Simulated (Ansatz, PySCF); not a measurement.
Complex: HF (SMILES F) (first 2 atoms) with CH3Br (SMILES CBr); geometry from B3LYP-D3(BJ)/def2-TZVP, rigid monomers moved along the line of their centres of mass till H2···Br4 is 2.71 Å.
(charge 0, multiplicity 1):
```xyz
7

F     -0.039    -0.148     0.642
H     -0.063    -0.649     1.432
C     -0.268     0.993     4.188
Br    -0.190    -0.971     4.122
H     -1.207     1.259     4.660
H     -0.218     1.346     3.164
H      0.583     1.327     4.770
```

Monomers are frozen at their geometry in the pair; levels with a basis set take the counterpoise correction.

Cores are frozen in the correlated methods. Filled d and f shells under p-block atoms count as core. CBS(a, b) extrapolates the correlation energy as X⁻³ and adds the Hartree–Fock energy of set b.

Programs: Ansatz (Gaussian orbitals); PySCF for the dispersion terms. 

PBE/def2-TZVPPD gives -4.02 kcal/mol for the interaction energy.

Q: How do the other levels lie against it? Give each less PBE: PBE-D3(BJ)/def2-TZVPPD, r2SCAN/def2-TZVPPD, B3LYP/def2-TZVPPD, wB97M-V/def2-TZVPPD, MP2/CBS(aug-cc-pVDZ, aug-cc-pVTZ), CCSD(T)/CBS(aug-cc-pVDZ, aug-cc-pVTZ).

A: PBE-D3(BJ)/def2-TZVPPD -0.59; r2SCAN/def2-TZVPPD -0.21; B3LYP/def2-TZVPPD 0.65; wB97M-V/def2-TZVPPD -0.05; MP2/CBS(aug-cc-pVDZ, aug-cc-pVTZ) 0.05; CCSD(T)/CBS(aug-cc-pVDZ, aug-cc-pVTZ) 0.01 kcal/mol. 3 of 6 lie above PBE; the widest gap is to B3LYP/def2-TZVPPD.

Ansatz is a program for electronic structure.
